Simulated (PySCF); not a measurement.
Ga(F)(OH)(OMe) (CH₄FGaO₂), SMILES C[O][Ga]([OH])[F]. Atoms are numbered in the order given.

```xyz
9

Ga     0.0500     0.2980     0.1876
F      0.9432     1.7891     0.3190
O     -1.1787    -0.0940     1.3988
H     -1.2691     0.5814     2.0799
O      0.4132    -0.7696    -1.1607
C     -0.2358    -1.9958    -1.3822
H     -0.7440    -1.9812    -2.3618
H      0.5051    -2.8136    -1.4015
H     -0.9906    -2.2423    -0.6141
```

The structure is a stationary point at PBE0-D3(BJ)/def2-SVP. The structure was generated by enumeration; whether it is a known compound was not checked. One conformer was computed; it need not be the lowest.

Level of theory: PySCF with r2SCAN/def2-TZVP.

Computed frontier levels, gap, dipole moment and polarisability:
The highest occupied level is -7.07 eV. The lowest empty level is -1.88 eV, the orbital gap is 5.19 eV and the dipole moment comes out as 1.69 D. The quadrupole, principal values (traceless, Buckingham form, about the centre of nuclear charge) is -9.46, 3.59, 5.87 D·Å and the mean static polarisability is 44.2 bohr³ (6.55 Å³). The polarisability, principal values is 35.3, 43.1, 54.1 bohr³.
